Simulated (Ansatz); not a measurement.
C6H18GeN2, SMILES `C[N](C)[Ge]([CH3])([CH3])[N](C)C`, one more setting.

```yaml
crystal:
  periodic: [false, false, false]
  atoms:
    - {symbol: C, position_ang: [-1.688763, -0.750595, -2.057049]}
    - {symbol: N, position_ang: [-0.855352, -0.935509, -0.898557]}
    - {symbol: C, position_ang: [-1.248193, -2.071331, -0.102153]}
    - {symbol: Ge, position_ang: [-0.190648, 0.533726, -0.007452]}
    - {symbol: C, position_ang: [0.307604, 1.859630, -1.353819]}
    - {symbol: C, position_ang: [-1.428000, 1.276895, 1.309986]}
    - {symbol: N, position_ang: [1.246449, -0.159370, 0.913921]}
    - {symbol: C, position_ang: [1.764051, 0.540525, 2.059832]}
    - {symbol: C, position_ang: [2.276822, -0.808994, 0.142562]}
    - {symbol: H, position_ang: [-1.343315, 0.096291, -2.653747]}
    - {symbol: H, position_ang: [-1.649878, -1.639818, -2.700135]}
    - {symbol: H, position_ang: [-2.751656, -0.579674, -1.811587]}
    - {symbol: H, position_ang: [-0.584391, -2.172488, 0.759255]}
    - {symbol: H, position_ang: [-1.175809, -2.994938, -0.691467]}
    - {symbol: H, position_ang: [-2.285650, -2.004441, 0.268335]}
    - {symbol: H, position_ang: [-0.571157, 2.327772, -1.800674]}
    - {symbol: H, position_ang: [0.907497, 2.641903, -0.884476]}
    - {symbol: H, position_ang: [0.900385, 1.397398, -2.144701]}
    - {symbol: H, position_ang: [-2.383483, 1.490392, 0.826685]}
    - {symbol: H, position_ang: [-1.600959, 0.563438, 2.117208]}
    - {symbol: H, position_ang: [-1.048538, 2.206600, 1.737436]}
    - {symbol: H, position_ang: [2.480382, 1.339806, 1.800548]}
    - {symbol: H, position_ang: [2.291562, -0.155754, 2.725201]}
    - {symbol: H, position_ang: [0.955107, 0.991655, 2.638356]}
    - {symbol: H, position_ang: [2.800607, -1.554455, 0.755357]}
    - {symbol: H, position_ang: [1.834809, -1.329213, -0.710014]}
    - {symbol: H, position_ang: [3.040507, -0.109450, -0.238852]}
basis:
  gaussian: {orbitals: aug-cc-pVDZ, final_grid: {core_spheres: 20, valence_spheres: 16, degree: 47}, point_charges: [{charge: 0.50, position_ang: [6.219, -0.867, -0.650]}]}
hamiltonian: {xc: {name: LC-wPBE}, pseudopotentials: {relativity: scalar}}
accuracy: high
output: {forces: true}
```

```sh
$ ansatz run in.yaml --threads 4 --pin off --events-out ev --progress --plain --max-ram 46080MiB --backend cuda --devices 0, --max-vram 37GiB
```

It prints (some lines left out):

```
Functional definition: LC-wPBE
7473 factors; integrals over basis functions are off by at most 4.7e-9 eV
1788 factors; integrals over basis functions are off by at most 2.8e-9 eV
mean field evaluation 1: about -66457.8535 eV, gradient 7.7e1 eV
mean field evaluation 2: about -66463.0163 eV, gradient 6.2e1 eV
mean field evaluation 4: about -66471.1982 eV, gradient 3.1e0 eV
mean field evaluation 8: about -66471.2309 eV, gradient 1.1e-1 eV
mean field evaluation 16: about -66471.2310 eV, gradient 4.0e-5 eV
mean field -66471.23099813 eV, -2442.7726833626 hartree, gradient 5.9e-8 eV, S^2 0.000000; 0 other end points of the search recorded, 0 dependent functions left out
reference -66471.23099813 eV, -2442.7726833626 hartree; 50, 50 occupied and 332, 332 virtual orbitals, 7473 factors
Total energy: -66471.23099813 eV, -2442.7726833626 hartree
Relativity: scalar
Atom 0 at    -1.688763    -0.750595    -2.057049 Å, force    -0.090997     0.027624    -0.039575 eV/Å
Atom 1 at    -0.855352    -0.935509    -0.898557 Å, force     0.298945     0.158690     0.099611 eV/Å
Atom 2 at    -1.248193    -2.071331    -0.102153 Å, force    -0.025176     0.031979     0.050219 eV/Å
Atom 3 at    -0.190648     0.533726    -0.007452 Å, force    -0.369438     0.183469    -0.101910 eV/Å
Atom 4 at     0.307604     1.859630    -1.353819 Å, force    -0.042126    -0.351579     0.386181 eV/Å
Atom 5 at    -1.428000     1.276895     1.309986 Å, force     0.355819    -0.216369    -0.345599 eV/Å
Atom 6 at     1.246449    -0.159370     0.913921 Å, force     0.087581    -0.081777    -0.139499 eV/Å
Atom 7 at     1.764051     0.540525     2.059832 Å, force     0.032897     0.003219     0.009708 eV/Å
Atom 8 at     2.276822    -0.808994     0.142562 Å, force    -0.252544     0.000829     0.107781 eV/Å
Atom 9 at    -1.343315     0.096291    -2.653747 Å, force     0.044405     0.101249    -0.077659 eV/Å
Atom 10 at    -1.649878    -1.639818    -2.700135 Å, force     0.015938    -0.074702    -0.054655 eV/Å
Atom 11 at    -2.751656    -0.579674    -1.811587 Å, force    -0.049539     0.035443     0.042505 eV/Å
Atom 12 at    -0.584391    -2.172488     0.759255 Å, force     0.087099    -0.018081     0.118989 eV/Å
Atom 13 at    -1.175809    -2.994938    -0.691467 Å, force     0.011841    -0.080058    -0.049709 eV/Å
Atom 14 at    -2.285650    -2.004441     0.268335 Å, force    -0.056858     0.030707     0.029986 eV/Å
Atom 15 at    -0.571157     2.327772    -1.800674 Å, force    -0.117334     0.042689    -0.037938 eV/Å
Atom 16 at     0.907497     2.641903    -0.884476 Å, force     0.063879     0.120925     0.060883 eV/Å
Atom 17 at     0.900385     1.397398    -2.144701 Å, force     0.068713    -0.065388    -0.124066 eV/Å
Atom 18 at    -2.383483     1.490392     0.826685 Å, force    -0.104487     0.025832    -0.071460 eV/Å
Atom 19 at    -1.600959     0.563438     2.117208 Å, force    -0.025766    -0.099457     0.104251 eV/Å
Atom 20 at    -1.048538     2.206600     1.737436 Å, force     0.051730     0.128613     0.050385 eV/Å
Atom 21 at     2.480382     1.339806     1.800548 Å, force     0.032830     0.109007    -0.053058 eV/Å
Atom 22 at     2.291562    -0.155754     2.725201 Å, force     0.027430    -0.077889     0.086342 eV/Å
Atom 23 at     0.955107     0.991655     2.638356 Å, force    -0.081112     0.041522     0.058800 eV/Å
Atom 24 at     2.800607    -1.554455     0.755357 Å, force     0.038846    -0.127242     0.102028 eV/Å
Atom 25 at     1.834809    -1.329213    -0.710014 Å, force    -0.073111    -0.065799    -0.118777 eV/Å
Atom 26 at     3.040507    -0.109450    -0.238852 Å, force     0.112452     0.215291    -0.103233 eV/Å
Dipole moment:    -0.305052     0.222942     0.026175 e Å
```

It took 27 s on 4 threads of an AMD EPYC 7R13 on a shared host and a share of an NVIDIA H100 80 GB, with 1.8 GiB of host memory at the peak.
